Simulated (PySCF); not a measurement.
HLiO, charge +1, doublet, at a GFN2-xTB geometry (such geometries of metal compounds can be far from the true shape) (a state made from the parent by changing its charge; the spin is typed, not shown lowest). Base run: SCAN/aug-cc-pVDZ run with PySCF.

Input for PySCF:
```python
from pyscf import gto, scf, dft

mol = gto.Mole()
mol.atom = '''
    Li   -0.00000000   -0.00000000   -1.42494255
    O     0.00000000    0.00000000    0.36662930
    H     0.00000000    0.00000000    1.34179325
'''
mol.basis = 'aug-cc-pvdz'
mol.charge = 1
mol.spin = 1
mol.verbose = 4
mol.build()

mf = dft.UKS(mol)
mf.xc = 'scan'
mf.kernel()
```

The base run was repeated with changes; each row names its change, and settings that it needs were set with it.

```
change                                ΔE vs base (µEh)  grid points  electrons on the grid
------------------------------------  ----------------  -----------  ---------------------
base                                               0.0        37616               11.00000
grids.level = 5                                   36.4       108096               11.00000
grids.level = 4                                  -82.1        71464               11.00000
grids.level = 1                                   3149        12736               11.00001
grids.atom_grid = (99, 590)                      -10.4        94728               11.00000
grids.radi_method = delley                        53.8        37544               10.99999
grids.prune = dft.gen_grid.sg1_prune               982        16904               10.99946
grids.radi_method = gauss_chebyshev                239        35672               11.00000
small_rho_cutoff = 0                               0.0        37616               11.00000
grids.atom_grid = (50, 194)                      -1071        19408               11.00001
grids.atom_grid = (75, 302)                       15.0        42648               11.00000
```

Open shells are given as the SCF converged; they aren't shown to be the lowest states, and a large step between rows can be another state.
